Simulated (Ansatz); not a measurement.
A run for Ansatz (an electronic-structure program): R-RI-MP2/aug-cc-pVQZ on CH3NO (a complex). Files ending in .json are basis or fitting sets from the Basis Set Exchange.

Ansatz 0.2 input:
```yaml
crystal:
  periodic: [false, false, false]
  atoms:
    - {symbol: O, position_ang: [-0.14302315, 0.06523241, -0.65726024]}
    - {symbol: H, position_ang: [0.79134065, -0.06066031, -0.84779530]}
    - {symbol: H, position_ang: [-0.20066002, 0.07223200, 0.30790929]}
    - {symbol: C, position_ang: [-0.27946973, 0.07920043, 3.55475453]}
    - {symbol: N, position_ang: [-0.13931848, 0.06158102, 2.41914447]}
    - {symbol: H, position_ang: [-0.41119463, 0.09573328, 4.61361785]}
basis:
  gaussian:
    orbitals: aug-cc-pVQZ
    fitting: {mean_field: def2-universal-JKFIT, correlation: aug-cc-pVQZ-RIFIT.json}
magnetization: {spin_polarized: false}
correlation: {method: mp2, electrons: outside_noble_gas}
scf: {lower_state_search: off}
```

Output:

```
WARN ansatz: RAYON_NUM_THREADS=1 ignored (pool sized by the plan → 1); use --threads N
Functional definition: HF
these checks for a lower state are left out or cut short: stability, starts, cluster_reference, orbital_swaps, neighbouring_geometries, increment
integrals: 0.40 GiB planned
283 factors; integrals over basis functions are off by at most 2.4e0 eV
mean field: 0.65 GiB planned
mean field evaluation 1: about -4594.6430 eV, gradient 4.4e1 eV
mean field evaluation 2: about -4596.7266 eV, gradient 3.1e1 eV
mean field evaluation 4: about -4598.3112 eV, gradient 2.3e0 eV
mean field evaluation 8: about -4598.3222 eV, gradient 2.7e-6 eV
mean field -4598.32219222 eV, -168.9852237095 hartree, gradient 2.7e-6 eV, S^2 0.000000; 0 other end points of the search recorded, 0 dependent functions left out
3 core orbitals not correlated
744 factors; their error is unknown
reference -4598.32219222 eV, -168.9852237095 hartree; 9, 9 occupied and 366, 366 virtual orbitals, 744 factors
second order -17.88303441 eV of doubles, -0.00000000 eV of singles
Total energy: -4616.20522663 eV, -169.6424131024 hartree
Checks for a lower state left out: stability, starts, cluster_reference, orbital_swaps, neighbouring_geometries, increment
```

The calculation finished and met its thresholds.

Cost: around 4 core-seconds (rough).
